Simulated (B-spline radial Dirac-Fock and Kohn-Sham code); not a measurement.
Magnetic form factor of the 3d shell of Ti

System: neutral titanium in the configuration [Ar] 3d3 4s1 (an excited configuration).

Level of theory: configuration-average Dirac-Fock orbitals; a radial finite-basis atomic code. ⟨j_K⟩ is the integral of the 3d radial density with the spherical Bessel function j_K(4πsr), s = sin θ/λ.

```
s (Å⁻¹)     ⟨j0⟩    ⟨j2⟩    ⟨j4⟩
      0   1.0000  0.0000  0.0000
   0.05   0.9262  0.0287  0.0006
    0.1   0.7525  0.0888  0.0069
   0.15   0.5609  0.1408  0.0214
    0.2   0.3974  0.1694  0.0396
   0.25   0.2725  0.1774  0.0562
    0.3   0.1819  0.1719  0.0686
   0.35   0.1179  0.1591  0.0765
    0.4   0.0736  0.1428  0.0806
   0.45   0.0433  0.1256  0.0816
    0.5   0.0230  0.1088  0.0803
    0.6   0.0012  0.0793  0.0736
    0.7  -0.0069  0.0562  0.0642
    0.8  -0.0089  0.0392  0.0543
    0.9  -0.0083  0.0270  0.0450
      1  -0.0069  0.0185  0.0367
    1.1  -0.0054  0.0125  0.0298
    1.2  -0.0041  0.0085  0.0240
    1.4  -0.0022  0.0039  0.0154
    1.6  -0.0011  0.0017  0.0099
```

Radial moments of the shell: ⟨r²⟩ = 4.284, ⟨r⁴⟩ = 53.72, ⟨r⁶⟩ = 1444 in powers of bohr.

Values without a named source are computed, but for edge energies of neutral atoms, which are taken from tables.
